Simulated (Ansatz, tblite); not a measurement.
Removing and adding an electron: Si(OAc)H3 (C₂H₆O₂Si). Charge 0, multiplicity 1. Geometry: r2SCAN-D4/def2-SVP. Ansatz, gas phase; energy differences of separate SCF runs; the oxidised species was run as a doublet alone; the reduced species was run as a doublet alone.

```tsv
atom	x (Å)	y (Å)	z (Å)
Si1	1.1891	-1.4107	-0.7866
O2	-0.0648	-0.2361	-0.6706
C3	-0.1804	0.3936	0.5178
C4	-1.2958	1.3950	0.5340
O5	0.5595	0.1400	1.4424
H6	-1.3384	1.8942	1.5087
H7	-2.2492	0.8868	0.3235
H8	-1.1437	2.1317	-0.2692
H9	0.9576	-2.5190	0.1758
H10	2.5185	-0.7758	-0.5933
H11	1.0475	-1.8997	-2.1827
```

The xTB rows come from tblite.

```
              level  −HOMO (eV)  vertical IE (eV)  −LUMO (eV)  vertical EA (eV)  HOMO–LUMO gap (eV)  IE − EA (eV)
           GFN1-xTB       12.59             15.43        7.53              3.64                5.06         11.79
           GFN2-xTB       11.60             14.52        6.72              3.17                4.88         11.35
r2SCAN-D4/def2-TZVP        6.92             10.35        0.97                 –                5.95             –
  PBE0-D4/def2-TZVP        8.24             10.49        0.09                 –                8.16             –
```

(1) Estimate the rows for PBE-D4/def2-TZVPD, r2SCAN-D4/def2-TZVPD, PBE0-D4/def2-TZVPD.

Results:

(1) 
```tsv
level	−HOMO (eV)	vertical IE (eV)	−LUMO (eV)	vertical EA (eV)	HOMO–LUMO gap (eV)	IE − EA (eV)	remarks
PBE-D4/def2-TZVPD	6.63	–	1.32	-0.77	5.31	–	HOMO above zero (-1 doublet)
r2SCAN-D4/def2-TZVPD	6.95	–	1.02	-0.95	5.93	–	HOMO above zero (-1 doublet)
PBE0-D4/def2-TZVPD	8.28	–	0.17	-0.95	8.11	–	HOMO above zero (-1 doublet)
```

Run but left out: PBE-D4/def2-TZVP (charge +1 doublet: an occupied level 0.06 eV above an empty one).   A HOMO above zero means that the electron is unbound at that level or that self-interaction error raises the level; the energy of removing that electron tells which. Raw xTB energy differences between charge states are shifted by several eV; the methods need an empirical correction for them. A negative affinity means that the extra electron isn't bound; its size then hangs on the basis.
